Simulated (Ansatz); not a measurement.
## Nudged elastic band run: CH6ClFMgO

Input file:

```yaml
crystal:
  periodic: [false, false, false]
  atoms:
    - { symbol: Mg, position_ang: [-0.683417, 0.034114, -0.322681] }
    - { symbol: C, position_ang: [0.636504, -1.481088, 0.416632] }
    - { symbol: Cl, position_ang: [-2.469419, 0.440614, -1.67982] }
    - { symbol: H, position_ang: [1.267012, 1.837386, -1.140734] }
    - { symbol: O, position_ang: [0.339601, 1.751025, -0.955125] }
    - { symbol: H, position_ang: [-0.563854, -0.018276, 2.04458] }
    - { symbol: F, position_ang: [-1.109781, 0.623296, 1.661312] }
    - { symbol: H, position_ang: [1.0185, -1.385987, 1.440806] }
    - { symbol: H, position_ang: [1.533919, -1.539434, -0.203205] }
    - { symbol: H, position_ang: [0.183794, -2.472332, 0.367784] }
    - { symbol: H, position_ang: [-0.152962, 2.210683, -1.62955] }
basis:
  gaussian: { orbitals: "6-31G*" }
hamiltonian:
  xc: hf
neb:
  order_check: false
  images: 6
  f_tol: 0.03
  max_iterations: 60
  climbing: false
  final_atoms:
    - { symbol: Mg, position_ang: [-1.34002578, 0.86755305, -0.15838783] }
    - { symbol: C, position_ang: [0.71071111, -1.6265094, 0.85766109] }
    - { symbol: Cl, position_ang: [-2.51987095, -0.08507028, -1.80329978] }
    - { symbol: H, position_ang: [0.82910463, 2.3694726, -0.66668523] }
    - { symbol: O, position_ang: [0.19583877, 1.81713299, -1.11225973] }
    - { symbol: H, position_ang: [0.3627297, -0.85668757, 1.537287] }
    - { symbol: F, position_ang: [-1.07885744, 1.33883635, 1.49987208] }
    - { symbol: H, position_ang: [1.12365585, -2.44565208, 1.43388129] }
    - { symbol: H, position_ang: [1.48203996, -1.2264118, 0.20770873] }
    - { symbol: H, position_ang: [-0.11036209, -2.00294155, 0.25492623] }
    - { symbol: H, position_ang: [0.34493323, 1.85027869, -2.05070485] }
  initial_path:
    images:
      - { positions_ang: [[-0.683417, 0.034114, -0.322681], [0.636504, -1.481088, 0.416632], [-2.469419, 0.440614, -1.67982], [1.267012, 1.837386, -1.140734], [0.339601, 1.751025, -0.955125], [-0.563854, -0.018276, 2.04458], [-1.109781, 0.623296, 1.661312], [1.0185, -1.385987, 1.440806], [1.533919, -1.539434, -0.203205], [0.183794, -2.472332, 0.367784], [-0.152962, 2.210683, -1.62955]] }
      - { positions_ang: [[-0.79771107, 0.0683245, -0.36416556], [0.61125037, -1.46396335, 0.48165905], [-2.51630681, 0.17225236, -1.70239422], [0.98611517, 1.7609558, -0.7865606], [0.40146199, 1.76776137, -1.00029476], [-0.37443963, -0.04825052, 1.70229748], [-0.86308207, 0.73989778, 1.48500015], [1.05206366, -1.4252172, 1.47195763], [1.44135037, -1.52889108, -0.20631422], [0.0771564, -2.40073028, 0.44098644], [-0.01796138, 2.35786163, -1.5221724]] }
      - { positions_ang: [[-0.91200514, 0.10253499, -0.40565012], [0.58599673, -1.44683871, 0.5466861], [-2.56319461, -0.09610928, -1.72496843], [0.70521834, 1.68452561, -0.4323872], [0.46332298, 1.78449774, -1.04546451], [-0.18502526, -0.07822504, 1.36001497], [-0.61638313, 0.85649955, 1.30868829], [1.08562732, -1.4644474, 1.50310925], [1.34878174, -1.51834817, -0.20942343], [-0.02948121, -2.32912857, 0.51418889], [0.11703923, 2.50504026, -1.4147948]] }
      - { positions_ang: [[-1.02629921, 0.13674549, -0.44713468], [0.5607431, -1.42971406, 0.61171316], [-2.61008242, -0.36447091, -1.74754265], [0.42432151, 1.60809541, -0.0782138], [0.52518397, 1.80123412, -1.09063427], [0.00438911, -0.10819956, 1.01773245], [-0.3696842, 0.97310133, 1.13237644], [1.11919099, -1.50367759, 1.53426088], [1.25621312, -1.50780525, -0.21253265], [-0.13611881, -2.25752685, 0.58739133], [0.25203985, 2.65221889, -1.3074172]] }
      - { positions_ang: [[-1.12010046, 0.25580821, -0.42366423], [0.57134412, -1.45048855, 0.67471731], [-2.61728984, -0.43956867, -1.76518262], [0.36176331, 1.68410778, -0.01049255], [0.50464651, 1.81067811, -1.11308209], [0.13675821, -0.22797264, 0.94526202], [-0.36526655, 1.07532138, 1.10931359], [1.13421325, -1.65505832, 1.53327164], [1.24880182, -1.46308779, -0.15383069], [-0.17814111, -2.19047107, 0.57126879], [0.32316774, 2.60073256, -1.36758218]] }
      - { positions_ang: [[-1.1934089, 0.45972316, -0.33523877], [0.61779978, -1.50916217, 0.73569857], [-2.58481688, -0.32140254, -1.77788834], [0.51754375, 1.91256272, -0.22922344], [0.40171059, 1.81282974, -1.11280797], [0.21208204, -0.43754428, 1.14260368], [-0.60313018, 1.1631597, 1.23949975], [1.13069412, -1.91858957, 1.50014152], [1.32654787, -1.38419579, -0.03331755], [-0.1555481, -2.12796123, 0.46582127], [0.3304229, 2.35058127, -1.59528974]] }
      - { positions_ang: [[-1.26671734, 0.66363811, -0.2468133], [0.66425544, -1.56783578, 0.79667983], [-2.55234391, -0.20323641, -1.79059406], [0.67332419, 2.14101766, -0.44795433], [0.29877468, 1.81498137, -1.11253385], [0.28740587, -0.64711593, 1.33994534], [-0.84099381, 1.25099802, 1.36968592], [1.12717499, -2.18212083, 1.46701141], [1.40429392, -1.3053038, 0.08719559], [-0.13295509, -2.06545139, 0.36037375], [0.33767807, 2.10042998, -1.82299729]] }
      - { positions_ang: [[-1.34002578, 0.86755305, -0.15838783], [0.71071111, -1.6265094, 0.85766109], [-2.51987095, -0.08507028, -1.80329978], [0.82910463, 2.3694726, -0.66668523], [0.19583877, 1.81713299, -1.11225973], [0.3627297, -0.85668757, 1.537287], [-1.07885744, 1.33883635, 1.49987208], [1.12365585, -2.44565208, 1.43388129], [1.48203996, -1.2264118, 0.20770873], [-0.11036209, -2.00294155, 0.25492623], [0.34493323, 1.85027869, -2.05070485]] }
```

Launched with:

```bash
$ ansatz run input.yaml --threads 2 --pin off --max-ram 3072MiB --backend cpu --events-out ev --progress --plain --runs-dir out
```

Output, in part (warnings, iteration lines, the closing report on the highest movable image, with atoms numbered from 0):

```
NEB end point (image 0): max|allowed force component| = 1.876e-2 eV/Å (the criterion of neb.relax_end_points is 1.000e-2)
NEB end point (image 7): max|allowed force component| = 1.619e-2 eV/Å (the criterion of neb.relax_end_points is 1.000e-2)
NEB iter   1: max|band force component| = 6.374e1 eV/Å  barrier→ = 8.0216 eV  barrier← = 10.3195 eV  Δτ_max = 0.2000 Å  (268 SCF iters)
NEB iter   2: max|band force component| = 9.229e0 eV/Å  barrier→ = 0.8469 eV  barrier← = 3.1447 eV  Δτ_max = 0.2000 Å  (189 SCF iters)
NEB iter   3: max|band force component| = 5.576e0 eV/Å  barrier→ = 0.4358 eV  barrier← = 2.7337 eV  Δτ_max = 0.2000 Å  (189 SCF iters)
NEB iter   4: max|band force component| = 2.138e0 eV/Å  barrier→ = 0.1907 eV  barrier← = 2.4886 eV  Δτ_max = 0.2000 Å  (187 SCF iters)
NEB iter   5: max|band force component| = 3.147e0 eV/Å  barrier→ = 0.2606 eV  barrier← = 2.5585 eV  Δτ_max = 0.0995 Å  (189 SCF iters)
NEB iter   6: max|band force component| = 1.503e0 eV/Å  barrier→ = 0.1237 eV  barrier← = 2.4216 eV  Δτ_max = 0.2000 Å  (189 SCF iters)
NEB iter   7: max|band force component| = 7.731e-1 eV/Å  barrier→ = 0.0761 eV  barrier← = 2.3739 eV  Δτ_max = 0.1995 Å  (187 SCF iters)
NEB iter   8: max|band force component| = 5.351e-1 eV/Å  barrier→ = 0.0500 eV  barrier← = 2.3479 eV  Δτ_max = 0.2000 Å  (188 SCF iters)
NEB iter   9: max|band force component| = 3.960e-1 eV/Å  barrier→ = 0.0334 eV  barrier← = 2.3313 eV  Δτ_max = 0.2000 Å  (184 SCF iters)
NEB iter  10: max|band force component| = 2.654e-1 eV/Å  barrier→ = 0.0621 eV  barrier← = 2.3599 eV  Δτ_max = 0.1994 Å  (188 SCF iters)
NEB iter  11: max|band force component| = 1.172e0 eV/Å  barrier→ = 0.1526 eV  barrier← = 2.4505 eV  Δτ_max = 0.1011 Å  (189 SCF iters)
NEB iter  12: max|band force component| = 1.217e0 eV/Å  barrier→ = 0.1377 eV  barrier← = 2.4356 eV  Δτ_max = 0.0504 Å  (189 SCF iters)
NEB iter  13: max|band force component| = 9.421e-1 eV/Å  barrier→ = 0.0887 eV  barrier← = 2.3866 eV  Δτ_max = 0.0503 Å  (192 SCF iters)
NEB iter  14: max|band force component| = 3.229e-1 eV/Å  barrier→ = 0.0676 eV  barrier← = 2.3655 eV  Δτ_max = 0.0788 Å  (191 SCF iters)
NEB iter  15: max|band force component| = 3.456e-1 eV/Å  barrier→ = 0.0568 eV  barrier← = 2.3547 eV  Δτ_max = 0.0395 Å  (183 SCF iters)
NEB iter  16: max|band force component| = 1.843e-1 eV/Å  barrier→ = 0.0493 eV  barrier← = 2.3472 eV  Δτ_max = 0.0395 Å  (184 SCF iters)
NEB iter  17: max|band force component| = 1.210e-1 eV/Å  barrier→ = 0.0431 eV  barrier← = 2.3410 eV  Δτ_max = 0.0395 Å  (193 SCF iters)
NEB iter  18: max|band force component| = 1.140e-1 eV/Å  barrier→ = 0.0372 eV  barrier← = 2.3350 eV  Δτ_max = 0.0396 Å  (190 SCF iters)
NEB iter  19: max|band force component| = 1.276e-1 eV/Å  barrier→ = 0.0314 eV  barrier← = 2.3292 eV  Δτ_max = 0.0396 Å  (190 SCF iters)
NEB iter  20: max|band force component| = 1.392e-1 eV/Å  barrier→ = 0.0264 eV  barrier← = 2.3243 eV  Δτ_max = 0.0397 Å  (191 SCF iters)
NEB iter  21: max|band force component| = 9.990e-2 eV/Å  barrier→ = 0.0221 eV  barrier← = 2.3200 eV  Δτ_max = 0.0797 Å  (190 SCF iters)
NEB iter  22: max|band force component| = 7.700e-1 eV/Å  barrier→ = 0.0506 eV  barrier← = 2.3484 eV  Δτ_max = 0.0397 Å  (190 SCF iters)
NEB iter  23: max|band force component| = 1.361e-1 eV/Å  barrier→ = 0.0400 eV  barrier← = 2.3378 eV  Δτ_max = 0.0785 Å  (193 SCF iters)
NEB iter  24: max|band force component| = 1.652e-1 eV/Å  barrier→ = 0.0269 eV  barrier← = 2.3247 eV  Δτ_max = 0.0392 Å  (181 SCF iters)
NEB iter  25: max|band force component| = 6.273e-2 eV/Å  barrier→ = 0.0166 eV  barrier← = 2.3144 eV  Δτ_max = 0.0203 Å  (191 SCF iters)
NEB iter  26: max|band force component| = 3.693e-2 eV/Å  barrier→ = 0.0167 eV  barrier← = 2.3146 eV  Δτ_max = 0.0400 Å  (195 SCF iters)
NEB iter  27: max|band force component| = 4.221e-2 eV/Å  barrier→ = 0.0164 eV  barrier← = 2.3142 eV  Δτ_max = 0.0200 Å  (184 SCF iters)
NEB iter  28: max|band force component| = 4.525e-2 eV/Å  barrier→ = 0.0157 eV  barrier← = 2.3135 eV  Δτ_max = 0.0100 Å  (187 SCF iters)
NEB iter  29: max|band force component| = 2.653e-2 eV/Å  barrier→ = 0.0154 eV  barrier← = 2.3133 eV  Δτ_max = 0.0000 Å  (355 SCF iters)
Total energy: -23805.44357202 eV, -874.8339153625 hartree
Atom 0 at    -0.740137     0.073532    -0.289044 Å, force     0.014766    -0.013327    -0.004451 eV/Å
Atom 1 at     0.598639    -1.438371     0.497648 Å, force     0.000842    -0.007162    -0.023949 eV/Å
Atom 2 at    -2.555312     0.344606    -1.626455 Å, force     0.001886     0.006461     0.003389 eV/Å
Atom 3 at     1.201350     1.950704    -1.054456 Å, force     0.001954    -0.010904    -0.004952 eV/Å
Atom 4 at     0.282153     1.713116    -1.051210 Å, force     0.004974     0.012695    -0.003027 eV/Å
Atom 5 at    -0.339601    -0.114563     1.827994 Å, force    -0.027860     0.034935     0.045490 eV/Å
Atom 6 at    -0.907055     0.627794     1.727766 Å, force    -0.004194    -0.005866    -0.000066 eV/Å
Atom 7 at     0.613830    -1.786236     1.537746 Å, force    -0.005567     0.014645    -0.006864 eV/Å
Atom 8 at     1.638219    -1.194965     0.267521 Å, force     0.006147    -0.010067    -0.009447 eV/Å
Atom 9 at     0.369281    -2.339067    -0.073876 Å, force     0.016107    -0.019228    -0.004358 eV/Å
Atom 10 at    -0.161469     2.163450    -1.763634 Å, force    -0.009053    -0.002180     0.008235 eV/Å
Dipole moment:     1.122560     0.665337     0.157398 e Å
```

It converged. Neighbouring images differ by up to 1.6 eV, so the band resolves the path poorly. No image climbed, so the highest image needn't sit at the top of the path. The orbitals stay closed-shell, which can raise the energy where a bond breaks towards radicals; this wasn't checked here.

Final band (atoms are numbered from 1 in the order of the input):

```
image  path coordinate (Å)  energy (eV)  Mg1–C2 (Å)  H6–F7 (Å)  C2–H6 (Å)
    0                 0.00        0.000        2.14       0.93       2.50
    1                 0.59        0.000        2.14       0.93       2.47
    2                 1.18        0.015        2.17       0.94       2.10
    3                 1.77        0.012        2.28       1.11       1.54
    4                 2.36       -1.633        2.54       1.69       1.12
    5                 2.95       -2.141        2.96       2.06       1.08
    6                 3.54       -2.278        3.30       2.37       1.08
    7                 4.13       -2.298        3.38       2.63       1.08
```

The run took 5.5 min on 2 threads of Intel(R) Xeon(R) Platinum 8259CL CPU @ 2.50GHz (Skylake/Cascade Lake), on a shared host, peak memory 0.22 GiB.
